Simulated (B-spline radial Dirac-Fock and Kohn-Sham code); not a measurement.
**Elastic and transport cross sections of barium for positrons**

The computed values come from a radial finite-basis atomic code: relativistic (Dirac) partial waves in the static field of the Dirac-Fock atom, without polarisation or absorption potentials. Below a few hundred eV the neglected polarisation potential matters, most of all at small angles. σ_tr1 and σ_tr2 weight the cross section with 1 − P₁ and 1 − P₂ of cos θ; "backward" is the share scattered beyond 90°.

| energy (eV) | σ (a₀²) | σ_tr1 (a₀²) | σ_tr2 (a₀²) | σ/σ_tr1 | backward (%) |
| --- | --- | --- | --- | --- | --- |
| 180 | 30.6 | 3.66 | 6.57 | 8.36 | 3.1 |
| 415 | 21.0 | 1.82 | 3.39 | 11.5 | 2.1 |
| 540 | ? | ? | ? | ? | ? |
| 665 | 16.7 | 1.20 | 2.27 | 13.9 | 1.7 |
| 798 | 15.2 | 1.02 | 1.94 | 14.9 | 1.5 |
| 3970 | 6.35 | 0.190 | 0.401 | 33.4 | 0.52 |
| 4080 | 6.25 | 0.184 | 0.389 | 33.9 | 0.51 |
| 4120 | 6.22 | 0.182 | 0.385 | 34.1 | 0.51 |
| 11600 | 3.28 | 0.0502 | 0.112 | 65.3 | 0.22 |
| 17500 | 2.50 | 0.0287 | 0.0659 | 87.1 | 0.15 |
| 30500 | 1.71 | 0.0129 | 0.0306 | 133 | 0.083 |
| 35700 | 1.53 | 0.0102 | 0.0245 | 150 | 0.070 |
| 41700 | 1.38 | 0.00806 | 0.0195 | 171 | 0.059 |
| 55700 | 1.13 | 0.00517 | 0.0127 | 218 | 0.042 |
| 105000 | 0.736 | 0.00190 | 0.00485 | 387 | 0.019 |
| 153000 | 0.583 | 0.00104 | 0.00271 | 559 | 0.011 |

Q: Fill in the row for 540 eV.

A: σ = 18.5 a₀², σ_tr1 = 1.45 a₀², σ_tr2 = 2.72 a₀², σ/σ_tr1 = 12.8, backward 1.9 %. The ratio σ/σ_tr1 is roughly the number of elastic collisions that randomise the direction.
